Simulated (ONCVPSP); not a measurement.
## Varying the ONCV potential for sulfur (S)

Base potential:

ONCVPSP 4.0.1 input, shortened (lines: element, Z, core and valence counts, functional; n l f; lmax; l rc ep ncon nbas qcut; lloc lpopt rc5 dvloc0; l nproj debl; icmod fcfact rcfact), LDA (Perdew-Wang 92), scalar-relativistic:

```
  S 16.00    3    2  -001012      upf
    1    0    2.00
    2    0    2.00
    2    1    6.00
    3    0    2.00
    3    1    3.00
    1
    0    1.25    0.00    3    7    5.80
    1    1.70    0.00    4    7    4.40
    0    5    1.25    0.00
    0    0    1.30
    1    1    3.10
    0    0.00    0.00
```

All-electron outer shells of the reference configuration (LDA (PZ), scalar-relativistic, ld1.x):

```
shell  level (eV)  outermost node (bohr)  outermost maximum (bohr)
   2s     -222.51                   0.13                      0.39
   2p     -168.26                      –                      0.33
   3s      -27.63                   0.60                      1.39
   3p      -16.88                   0.58                      1.55
```

Cutoffs, loose and tight: the cutoffs (Ha) at which the residual kinetic energy of the hardest occupied pseudo-wave falls to 1 and 0.1 mHa per electron. They do not see the model core or the augmentation charge, which bear on the density cutoff. Test errors are all-electron minus pseudo excitation energies from the reference, over the configurations 3s2 3p4; 3s2 3p2; 3s2 3p1; 3s0 3p6. A dash means not determined; rows that change the core or the reference have their own tests.

| change | outcome | cutoff, loose | cutoff, tight | bound ghosts | GHOST(+) flags above zero | largest test error (meV) |
| --- | --- | --- | --- | --- | --- | --- |
| base | generated | 13 Ha | 23 Ha | none | none | +76 |
| core [He], valence charge 14; reference 2s2 2p6 3s1 3p5; waves now 2s+3s: rc 0.70 bohr, ncon 4, nbas 7, qcut 22.5 1/bohr, 2 projectors; 2p+3p: rc 0.75 bohr, ncon 4, nbas 7, qcut 22.3 1/bohr, 2 projectors; local potential polynomial inside 0.55 bohr (lpopt 5, dvloc0 0 Ha) | generated | 170 Ha | 193 Ha | none | none | +30 |
| all radii scaled by about 1.07 (s 1.34, p 1.82 bohr) | generated | 13 Ha | 17 Ha | none | none | +72 |
| s: nproj 1; local potential polynomial inside 1.20 bohr (lpopt 3, dvloc0 2 Ha) | generated | 13 Ha | 23 Ha | none | none | +84 |
| s: rc 1.44 | generated | 13 Ha | 23 Ha | none | none | +78 |
